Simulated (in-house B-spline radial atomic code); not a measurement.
## Functionals against successive ionisation energies: Sb to Sb⁵⁺

Ionisation energies as differences of self-consistent total energies from an all-electron radial atomic-structure program (B-spline basis): all electrons, radial basis limit, scalar-relativistic (one-electron X2C), spin-polarised at highest spin, spherical densities; exact exchange is averaged over the determinants of each configuration. No spin-orbit coupling, Breit or QED terms. NIST's values run from ground level to ground level, so in open shells the differences also hold multiplet and fine-structure energies that spherical high-spin averages miss. For p electrons of heavy elements the spin-orbit part alone reaches an electronvolt or more. Columns give computed minus NIST, in eV; a star marks a semi-empirical value. Species are left out where the tabulated value is theory, is uncertain by more than 0.12 eV, or (13 ions, such as In⁴⁺, Te⁴⁺ and Bi⁴⁺) lies off its series for all methods alike, which flatters the means a little.

| species | shell | NIST (eV) | RPBE | CAM-B3LYP | LC-wPBE | BHandHLYP | AM05 |
| --- | --- | --- | --- | --- | --- | --- | --- |
| Sb | 5p | 8.61 | +0.34 | +0.30 | +0.50 | +0.23 | +0.34 |
| Sb⁺ | 5p | 16.63 ± 0.03 | -0.15 | -0.06 | +0.04 | -0.20 | -0.10 |
| Sb²⁺ | 5p | 25.32 | -0.79 | -0.40 | -0.48 | -0.60 | -0.66 |
| Sb³⁺ | 5s | 43.80 ± 0.03 | -0.03 | +0.17 | -0.33 | -0.33 | +0.11 |
| Sb⁴⁺ | 5s | 55.00 ± 0.1* | +0.49 | +0.70 | +0.21 | +0.17 | +0.61 |
| Sb⁵⁺ | 4d | 99.51 ± 0.05 | -0.02 | +0.05 | 0.00 | +0.01 | +0.01 |

Task: How do the methods rank, and which species is hardest?

Result: Mean absolute (signed) differences: BHandHLYP 0.26 (-0.12) eV; LC-wPBE 0.26 (-0.01) eV; CAM-B3LYP 0.28 (+0.13) eV; RPBE 0.30 (-0.03) eV; AM05 0.31 (+0.05) eV. For Sb²⁺, which loses a 5p electron, the nearest method is off by -0.40 eV, the largest such miss. The first two are tied within the accuracy of the references.
